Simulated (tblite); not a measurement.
Species: C5H11O2PS.
Cartesian coordinates in Å at the GFN2-xTB level; atoms count from 1:
```xyz
20
C5H11O2PS angstrom
C     -3.7973    0.1004   -0.6387
O     -2.6394    0.3983    0.1369
C     -1.5533   -0.3274   -0.1027
O     -1.4681   -1.2026   -0.9225
P     -0.2325    0.1741    1.0944
C     -0.0530    1.9252    0.5309
C      1.1561   -0.5962    0.1300
S      2.7598   -0.0273    0.7773
C      3.8255   -1.1679   -0.1499
H     -4.0788   -0.9457   -0.5053
H     -4.5841    0.7581   -0.2793
H     -3.5979    0.2810   -1.6967
H      0.0642    1.9851   -0.5509
H     -0.9327    2.4837    0.8434
H      0.8274    2.3406    1.0188
H      1.0844   -0.3459   -0.9323
H      1.0977   -1.6796    0.2558
H      4.8487   -0.9440    0.1312
H      3.5803   -2.1915    0.1196
H      3.6879   -1.0076   -1.2157
```

Method: GFN2-xTB as coded in tblite; computed harmonic values from a numerical Hessian at the method's own geometry, unscaled. Errors from tens to a few hundred cm⁻¹ against measured bands are possible. One conformer, not necessarily the lowest.

Harmonic wavenumbers (cm⁻¹): 28.9, 36.3, 42.0, 50.2, 73.7, 124.5, 151.3, 164.3, 183.6, 206.0, 216.7, 245.9, 288.4, 333.2, 458.4, 618.2, 700.3, 729.2, 737.6, 767.5, 775.7, 795.4, 888.5, 897.3, 945.9, 948.4, 980.6, 1048.7, 1117.0, 1119.1, 1144.6, 1153.9, 1305.9, 1317.8, 1382.4, 1393.9, 1427.8, 1436.6, 1440.3, 1447.7, 1450.3, 1459.1, 1752.9, 2915.3, 2950.5, 2981.8, 2985.4, 2992.1, 3013.8, 3021.1, 3023.8, 3024.1, 3047.2, 3065.9.

A = 2841, B = 537.8, C = 479.4 MHz; mass 166.022 u (most abundant isotopes); point group C1, symmetry number 1.

Task: What is the zero-point energy?

Result: ½Σν̃ = 33404 cm⁻¹ = 399.59 kJ/mol.

Task: Entropy at 350 K, 1 bar (ideal gas, RRHO, classical rotation)?

Result: Translation 175.94, rotation 129.46, vibration 228.63: S = 534.0 J/(mol K).

Task: And Cp and H(350 K) − H(0)?

Result: Cp = 211.71 J/(mol K), of which vibrations give 178.45 (their classical limit is 54 R = 449.0); H(350 K) − H(0) = 48.06 kJ/mol without the zero-point energy, 36.42 from vibrations.

Task: Which modes carry the vibrational entropy at 350 K?

Result: 28.9 cm⁻¹: 26.03; 36.3 cm⁻¹: 24.14; 42.0 cm⁻¹: 22.93; 50.2 cm⁻¹: 21.45; 73.7 cm⁻¹: 18.27; 124.5 cm⁻¹: 13.97 J/(mol K); the other 48 give 101.83 together.

Task: What must be added to the electronic energy to get the Gibbs energy at 350 K and 1 bar?

Result: ZPE + [H(350 K) − H(0)] − T·S = 399.59 + 48.06 − 186.91 = 260.74 kJ/mol.

Task: Blend soft modes into free rotors: weight 1/[1 + (100 cm⁻¹/ν̃)⁴] for the oscillator and the rest for a rotor with moment μB/(μ + B), μ = h/(8π²ν), B = 10⁻⁴⁴ kg m². What vibrational entropy results?

Result: 196.62 J/(mol K) in place of 228.63, which changes −T·S at 350 K by +11.21 kJ/mol.

Hindered rotation and anharmonicity are outside this model. Other conformers, if any are populated, would add a mixing term that is left out. The structure is chiral; the term R ln 2 for an equal mix with its mirror image is left out.
